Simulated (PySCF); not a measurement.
FTeN: PBE0 against HF

Base calculation in PySCF with density fitting and no spin–orbit coupling, PBE0/def2-TZVP (scalar-relativistic core potentials): singlet, Cs, Te–F 1.939 Å, Te–N 1.789 Å; F–Te–N 108.6°; wavenumbers 235, 564, 967 cm⁻¹; dipole moment 3.64 D, gap between the highest occupied and lowest empty levels 4.24 eV, polar-tensor charge of Te 0.94 e, atomisation energy (no zero-point energy) 607 kJ/mol.

Problem. What changes on going to HF/def2-TZVP (scalar-relativistic core potentials)?

Solution. The point group stays the same. Changes: mean bond to Te -0.030 Å, smallest bond angle -3.2 degrees, highest wavenumber -56 cm⁻¹, lowest wavenumber +40 cm⁻¹, dipole moment +0.04 D, gap between the highest occupied and lowest empty levels +7.03 eV, polar-tensor charge of Te -0.11 e, atomisation energy (no zero-point energy) -561 kJ/mol. The new structure has Te–F 1.879 Å, Te–N 1.789 Å; F–Te–N 105.4°, with wavenumbers 275, 654, 911 cm⁻¹.

The structures come from searches over a few start shapes, so lower isomers are not excluded.
